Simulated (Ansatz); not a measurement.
`[OH][GeH2][NH][SiH3]` + `C=C(O)Cl` → `C=C(Cl)O[SiH3]` + `[NH2][GeH2][OH]`  (ligand exchange at the Si–N bond)

Gas-phase electronic energies from Ansatz, PBE0-D4/def2-TZVP geometries. CCSD(T)/CBS adds triple-zeta CCSD(T) − MP2 to the extrapolated MP2 energy (def2 sets, frozen cores). Functionals use def2-TZVPP. B3LYP here is the variant with VWN-RPA as its local correlation; programs differ in this. For Ge outer-core shells are correlated without core-valence functions, which leaves a few kJ/mol of doubt a bond. Scalar relativity is left out up to krypton. Each species was taken in one conformer, which may not be the lowest.

```csv
level,ΔE (kJ/mol),difference from CCSD(T)/CBS
PBE-D4,-21.6,2.6
r2SCAN-D4,-25.2,-1.0
PBE0-D4,-20.8,3.4
B3LYP-D4,-27.1,-2.9
ωB97X-V,-23.4,0.8
ωB97M-V,-23.4,0.8
B2PLYP,-25.4,-1.2
PBE,-21.1,3.1
r2SCAN,-25.1,-0.9
PBE0,-20.4,3.8
B3LYP,-26.3,-2.1
HF/def2-TZVPP,-26.5,-2.3
MP2/def2-TZVPP,-22.8,1.4
SCS-MP2/def2-TZVPP,-24.1,0.1
CCSD/def2-TZVPP,-22.4,1.8
CCSD(T)/def2-TZVPP,-22.2,2.0
HF/def2-QZVPP,-27.3,-3.1
MP2/def2-QZVPP,-24.3,-0.1
SCS-MP2/def2-QZVPP,-25.4,-1.2
HF/CBS(def2),-27.4,-3.2
MP2/CBS(def2),-24.8,-0.6
CCSD/CBS(def2),-24.4,-0.2
CCSD(T)/CBS,-24.2,0
```

Largest T1 diagnostic among the species: 0.012.

In def2-TZVPP, CCSD(T) changes the Hartree–Fock value by +4.3 kJ/mol (the triples alone add +0.2 kJ/mol) and MP2 by +3.7 kJ/mol.
